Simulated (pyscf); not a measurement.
## `[Cl][GeH2][Ge]([Cl])([Cl])[Cl]`, singlet

Gas-phase minimum from PySCF at ωB97X-D3(BJ)/def2-SVP, one conformer. 

```xyz
8

Cl    -1.5099    -1.8006    -1.5329
Ge    -0.2310    -0.8561    -0.0810
Ge     0.0910     1.3627    -0.9240
Cl     1.3102     2.5047     0.4169
Cl    -1.7701     2.3856    -1.1465
Cl     1.0633     1.3356    -2.8251
H     -0.9566    -0.8230     1.2638
H      1.0965    -1.6120    -0.0309
```
Charge 0, spin multiplicity 1.

Bond lengths (Å): Cl1–Ge2 2.153, Ge2–Ge3 2.395, Ge2–H7 1.528, Ge2–H8 1.528, Ge3–Cl4 2.142, Ge3–Cl5 2.135, Ge3–Cl6 2.135. Bond angles (°): Cl1–Ge2–Ge3 104.4, Cl1–Ge2–H7 108.7, Cl1–Ge2–H8 108.7, Ge3–Ge2–H7 110.7, Ge3–Ge2–H8 110.7, H7–Ge2–H8 113.2, Ge2–Ge3–Cl4 110.5, Ge2–Ge3–Cl5 111.3, Ge2–Ge3–Cl6 111.3, Cl4–Ge3–Cl5 107.8, Cl4–Ge3–Cl6 107.7, Cl5–Ge3–Cl6 108.1.

Properties at ωB97X-D3(BJ)/def2-SVP:

```json
{
 "harmonic_wavenumbers_unscaled": "23, 48, 75, 112, 144, 145, 159, 289, 429, 446, 450, 464, 467, 651, 753, 871, 2222, 2233 cm⁻¹",
 "zero_point_energy": "14.3 kcal/mol",
 "rotational_symmetry_number": "1",
 "Entropy of this conformer at 298 K and 1 atm, rigid rotor and harmonic oscillator, modes under 100 cm⁻¹ raised to 100": "427.5 J/(mol K)",
 "dipole_moment": "2.46 D"
}
```

Single-point totals, which compare only within one level:

```json
[
 {"level": "ωB97X-D3(BJ)/def2-TZVP", "total energy (hartree)": "-5996.20258"},
 {"level": "PBE/def2-TZVP", "total energy (hartree)": "-5994.87428"},
 {"level": "r²SCAN/def2-TZVP", "total energy (hartree)": "-5996.12380"},
 {"level": "B3LYP-D3(BJ)/def2-TZVP", "total energy (hartree)": "-5996.42568"},
 {"level": "PBE0-D3(BJ)/def2-TZVP", "total energy (hartree)": "-5995.14419"},
 {"level": "M06-2X/def2-TZVP", "total energy (hartree)": "-5996.21039"},
 {"level": "ωB97M-D3(BJ)/def2-TZVP", "total energy (hartree)": "-5996.50004"}
]
```

The lowest mode is so soft that the shape along it may change with the basis. Soft torsions are taken as harmonic, which can shift the entropy by several J/(mol K). Elements up to Kr have no core potential and no relativistic terms here.
